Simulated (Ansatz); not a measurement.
```xyz
7

C     0.0144   -0.0471   -1.2476
C     0.0238   -0.0208    0.2532
C    -0.0267    0.0120    1.3847
H     0.0244   -0.9857   -1.6470
H    -0.8464    0.4966   -1.6522
H     0.8609    0.5449   -1.6084
H     0.0115   -0.0485    2.4954
```

Basis set: cc-pVDZ (spherical functions). Frozen core: 3 orbitals. Charge 0, multiplicity 1.

Computed with Ansatz (development build ahead of 0.2.0); each method stands on the lowest determinant of its kind that the runs found. Restricted open shells among the atoms or ions are ROHF, correlated in semicanonical orbitals with singles.

Problem. Give the atomization energy at this shape (free ground-state atoms in the same class of orbitals less the molecule, no zero-point energy) of singlet C₃H₄ by RHF-MP2, RHF.

Solution.

```csv
method,atomization energy
RHF-MP2,28.09 eV
RHF,22.12 eV
```

Caution: no unrestricted run beside it, a lower state can exist; the shape is not the minimum.
